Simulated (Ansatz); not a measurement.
Mulliken charges of F₂H₃OSiSn, SMILES `[F][Sn]([F])[O][SiH3]` radical from B3LYP/def2-TZVPP in Ansatz (PBE0-D4/def2-TZVP geometry).

```tsv
atom	x (Å)	y (Å)	z (Å)	charge (e)
F1	-0.612	-2.332	1.610	-0.455
Sn2	-0.285	-1.885	-0.224	1.227
F3	1.164	-3.020	-0.738	-0.450
O4	0.472	-0.096	-0.218	-0.545
Si5	-0.050	1.464	-0.140	0.426
H6	-1.308	1.562	0.648	-0.069
H7	-0.306	1.989	-1.507	-0.074
H8	1.017	2.260	0.513	-0.060
```

**Question.** By hand: the dipole of these point charges (1 e Å = 4.8032 D).

**Answer.** Σ q r = (-0.822, 0.393, -0.580) e Å, of length 1.080 e Å = 5.19 D.

**Question.** How does the dipole of the full density compare? (Estimate.)

**Answer.** The calculation gave: (-0.474, 0.302, -0.370) e Å, 3.23 D; the point charges give 1.61 times that, at 6° from its direction.

Point charges leave out the atoms' own dipoles, such as those of lone pairs, and Mulliken's split depends on the basis, so the two needn't agree.

B3LYP here is the variant with VWN-RPA as its local correlation; programs differ in this.
